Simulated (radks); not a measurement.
Values are calculated unless marked as measured or tabulated.
Neutral osmium inside a hard spherical wall (all orbitals vanish at R), configuration held at [Xe] 4f14 5d6 6s2 and not refilled when levels cross. Level of theory: scalar-relativistic Kohn-Sham, r2SCAN, spin-unpolarised, spherical densities, finite nucleus; meta-GGA in the generalised Kohn-Sham scheme; Fermi nuclear charge, rms radius 5.4126 fm (a radial shooting solver on a logarithmic mesh with Libxc functionals). Eigenvalues in eV, with the zero of energy where the potential of the charges vanishes at infinity; a dash marks a level that is unbound or too diffuse for the functional's potential to be trusted. A positive occupied level is held by the wall or, in an anion where self-interaction has pushed it up, behind a barrier. The pressure on the wall is -dE/dV.

R (bohr)  E (hartree)  kinetic (hartree)    e(4f)    e(5p)   e(5d)   e(6s)  e(6p, empty)  e(7s, empty)  pressure (GPa)
free      -17252.6133          19115.775  -52.710  -52.321  -6.394  -6.346        -0.983             -               0
12        -17252.6133          19115.775  -52.709  -52.320  -6.393  -6.345        -0.955         1.500        0.000213
10        -17252.6131          19115.777  -52.698  -52.309  -6.382  -6.336        -0.882         2.582         0.00466
7         -17252.6049          19115.849  -52.360  -51.977  -6.083  -6.042        -0.065         7.854           0.533
6         -17252.5815          19116.009  -51.734  -51.372  -5.544  -5.458         1.106        12.925            2.77
4         -17252.1122          19118.290  -45.651  -45.829  -0.426   1.540        12.154        47.967             107
3.5       -17251.5502          19120.643  -41.099  -41.917   3.553   8.051        21.497        73.033             315
3         -17250.2208          19125.917  -33.245  -35.417  10.845  21.426        39.688        117.52            1060
1.5       -17190.5563          19327.255   85.855   89.446  169.07  372.45        437.94        889.41          185000
